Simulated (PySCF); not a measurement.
Molecule: Nitrosobenzene (N(=O)C1=CC=CC=C1, C6H5NO).

Geometry:
| atom | x (Å) | y (Å) | z (Å) |
| --- | --- | --- | --- |
| O1 | -2.317 | -2.247 | 0.109 |
| N2 | -2.268 | -1.089 | -0.209 |
| C3 | -0.979 | -0.474 | -0.091 |
| C4 | -0.917 | 0.872 | -0.454 |
| C5 | 0.297 | 1.549 | -0.368 |
| C6 | 1.432 | 0.872 | 0.079 |
| C7 | 1.363 | -0.479 | 0.441 |
| C8 | 0.156 | -1.159 | 0.358 |
| H9 | -1.833 | 1.357 | -0.798 |
| H10 | 0.361 | 2.603 | -0.649 |
| H11 | 2.385 | 1.402 | 0.147 |
| H12 | 2.261 | -0.994 | 0.789 |
| H13 | 0.054 | -2.211 | 0.629 |

Geometry PBE0-D3(BJ)/def2-SVP throughout; GIAO in PySCF, gas phase, one conformer, non-relativistic; equivalent atoms averaged; basis pcSseg-1.

For orientation, WP04 gives these absolute shieldings σ: O1 -1422.1, N2 -778.3, C3 7.3, C6 30.3, C5/C7 38.4, C4/C8 46.1, H10/H12 24.06, H11 24.08, H9/H13 23.77 ppm.

A run gave: O1 -1590.6, N2 -829.0, C3 26.5, C6 45.1, C5/C7 52.2, C4/C8 61.8, H10/H12 23.56, H11 23.65, H9/H13 23.49 ppm (absolute shieldings σ).

Task: Which functional was used in that run?
A. B97-2
B. mPW1PW91
C. wB97X-D
D. B97-D
E. BHandHLYP

Result: A. O1 tells them apart best: B97-2 gives -1590.6, B97-D gives -1471.0, BHandHLYP gives -1715.0, mPW1PW91 gives -1693.7, wB97X-D gives -1720.3 ppm.
